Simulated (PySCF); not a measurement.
Si8F8 cubane, Si8F8.
Z-matrix (Å and degrees, PBE0-D3(BJ)/def2-SVP geometry), rows numbered from 1:
```
Si
F   1  1.6274
Si  1  2.4851  2  107.46
F   3  1.6268  1  107.62  2    -6.28
Si  3  2.3307  1   94.41  2  -134.35
F   5  1.6198  3  129.33  1   139.10
Si  1  2.2936  2  133.29  3   -94.98
F   7  1.6276  1  132.66  2   -52.14
Si  7  2.4896  1   81.72  2  -159.59
F   9  1.6271  7  108.43  1   127.33
Si  1  2.3302  2  124.30  3   107.98
F  11  1.6197  1  128.80  2    24.48
Si  3  2.2920  1   81.80  2   126.51
F  13  1.6275  3  132.82  1  -159.61
Si  9  2.2915  7   81.80  1  -100.19
F  15  1.6271  5  124.64  3  -114.01
```

Theory: delta-SCF UKS SCAN, pcX-2 on the ionised atom, pcseg-1 elsewhere, spin-free X2C in PySCF 2.14.0. Every row has its own mixed basis.

```tsv
ionised atom	basis functions	E(ground) (Eh)	E(ionised) (Eh)
F2	287	-3120.05699	-3094.61819
Si1	298	-3120.06938	-3052.17679
```

Turn these total energies into binding energies.

E(ionised) − E(ground), at 27.2114 eV a hartree:

```tsv
atom	environment	difference (Eh)	binding energy (eV)
F2	fluorine bonded to Si	25.43880	692.22
Si1	silicon bonded to F and 3 Si	67.89259	1847.45
```

How much do the ground-state energies differ, and what would follow from using one of them for all holes?

They run from -3120.0694 Eh (core basis on Si1) to -3120.0570 Eh (on F2), 0.0124 Eh or 0.34 eV apart, though the state is the same; only basis and grid differ. Pairing the ion of F2 with the ground state of Si1 would put its binding energy 0.34 eV too high.

Only 1s holes are shown. Topologically equivalent atoms share the value of their first member; where this conformer doesn't relate them by symmetry, their own values could differ. The structure is a single PBE0-D3(BJ)/def2-SVP conformer in the gas phase; no vibrational or solvent corrections.

On an Intel Xeon Platinum 8375C at 2.90 GHz with 2 threads, shared host with 96 logical CPUs at a one-minute load of 28, this took 41 s wall, 97 s CPU and 1.6 GiB of memory at its peak.
